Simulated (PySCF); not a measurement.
# Electronic structure of Cs (caesium, neutral) at the UHF level

Configuration: [Xe] 6p1, 2P determinant (an excited configuration). Calculation: PySCF 2.14, in aug-cc-pVTZ-X2C (9s8p6d3f, 84 functions); scalar relativity by spin-free X2C-1e.

```
Total energy                                                  : -7783.059670 hartree
One-electron energy                                           : -10639.7808 hartree
Hartree (Coulomb) energy                                      : 3048.1292 hartree
Exchange energy                                               : -191.4080 hartree
⟨S²⟩                                                          : 0.7500
⟨L²⟩                                                          : 2.000
Sum of ⟨r⟩                                                    : 44.44 bohr
Sum of ⟨r²⟩                                                   : 128.4 bohr²
Traceless quadrupole moment −½Σ⟨3z² − r²⟩ along its main axis : -30.8 e·bohr²
Langevin diamagnetic susceptibility                           : -102 ×10⁻⁶ cm³/mol
```

| shell | electrons | mean orbital energy (eV) | spread (eV) | rms radius, mean of both spins (bohr) |
| --- | --- | --- | --- | --- |
| 1s α | 1 | -36158.6 | 0 | 0.0298 |
| 1s β | 1 | -36158.6 | 0 | 0.0298 |
| 2s α | 1 | -5776.9 | 0 | 0.121 |
| 2s β | 1 | -5776.9 | 0 | 0.121 |
| 2p α | 3 | -5179.7 | 0.002 | 0.108 |
| 2p β | 3 | -5179.7 | 0.004 | 0.108 |
| 3s α | 1 | -1246.6 | 0 | 0.318 |
| 3s β | 1 | -1246.6 | 0 | 0.318 |
| 3p α | 3 | -1049.3 | 0.001 | 0.318 |
| 3p β | 3 | -1049.3 | 0.010 | 0.318 |
| 3d α | 5 | -757.86 | 0.006 | 0.296 |
| 3d β | 5 | -757.85 | 0.009 | 0.296 |
| 4s α | 1 | -255.02 | 0 | 0.738 |
| 4s β | 1 | -255.01 | 0 | 0.738 |
| 4p α | 3 | -189.11 | 0.003 | 0.787 |
| 4p β | 3 | -189.11 | 0.022 | 0.787 |
| 4d α | 5 | -89.673 | 0.016 | 0.902 |
| 4d β | 5 | -89.667 | 0.026 | 0.902 |
| 5s α | 1 | -36.819 | 0 | 1.88 |
| 5s β | 1 | -36.780 | 0 | 1.88 |
| 5p α | 3 | -19.749 | 0.026 | 2.22 |
| 5p β | 3 | -19.714 | 0.113 | 2.22 |
| 6p α | 1 | -2.300 | 0 | 8.78 |

Spin-orbit coupling, absent here, splits the open shell strongly.

Densities and radii are taken from the X2C orbitals without a picture-change correction, which distorts them close to the nucleus.

Spin-orbit constants ζ (cm⁻¹) from the X2C one-electron operator on these orbitals: bare nucleus, nucleus screened by l(l+1)(2l+1)/3 electrons, and screened by the Breit-Pauli mean field of the electrons.

| shell | bare | screened nucleus | mean field |
| --- | --- | --- | --- |
| 2p | 1865000 | 1797000 | n/a |
| 3p | 361900 | 348800 | n/a |
| 3d | 55560 | 45460 | n/a |
| 4p | 71060 | 68480 | n/a |
| 4d | 8611 | 7045 | n/a |
| 5p | 7984 | 7693 | n/a |
| 6p | 206.2 | 198.7 | n/a |

To first order the Landé constant is A = 198.7 cm⁻¹, so the lowest level has J = 1/2 and lies 0.0246 eV below the centre of the term. First order in ζ underestimates the shift of the j = l − 1/2 level at high Z.
